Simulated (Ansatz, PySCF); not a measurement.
Gas-phase reaction (SMILES): COB(O)OC [dimethoxyborinic acid] + O (H2O) -> COB(O)O + CO (CH4O); water cleaves one B-O bond, a model of a ligand-exchange step.

Each molecule is optimised on its own at B3LYP-D3(BJ)/def2-TZVP (Ansatz, a first-principles code), one conformer each, not searched for the lowest. Correlated levels leave the core frozen unless marked. Spin-orbit coupling is left out. No relativistic terms. CBS marks a two-point X^-3 extrapolation of the correlation energy; Hartree-Fock from the larger set. Thermal terms are rigid-rotor harmonic-oscillator values from B3LYP-D3(BJ) frequencies (Ansatz or PySCF) at 298.15 K and 1 atm. 1 Eh = 627.5095 kcal/mol.

```csv
species,"E, CCSD(T)/CBS(cc-pVTZ,cc-pVQZ) (Ansatz) (Eh)","E, PBE-D3(BJ)/def2-TZVPD (Ansatz + dftd3) (Eh)",H - E (Eh)
COB(O)OC,-330.75679,-330.83886,0.11352
O (H2O),-76.37426,-76.38147,0.02495
COB(O)O,-291.51978,-291.58549,0.08381
CO (CH4O),-115.60979,-115.63404,0.05533
```

### Question
Work out ΔE and ΔH at 298.15 K at the first level, then ΔH at the second.

### Answer

1. ΔE = [(-291.51978) + (-115.60979)] - [(-330.75679) + (-76.37426)] = 0.00148 Eh = 0.9 kcal/mol at CCSD(T)/CBS(cc-pVTZ,cc-pVQZ).
2. The terms H - E add up to 0.00067 Eh, so ΔH = (0.00148 + (0.00067))×627.5095 = 1.3 kcal/mol.
3. At PBE-D3(BJ)/def2-TZVPD the same steps give ΔE = 0.5 and ΔH = 0.9 kcal/mol, a shift of -0.4 from the first level.
4. These values are not checked against measurement here, since the tables used lack a sound gas-phase enthalpy of formation for at least one species.
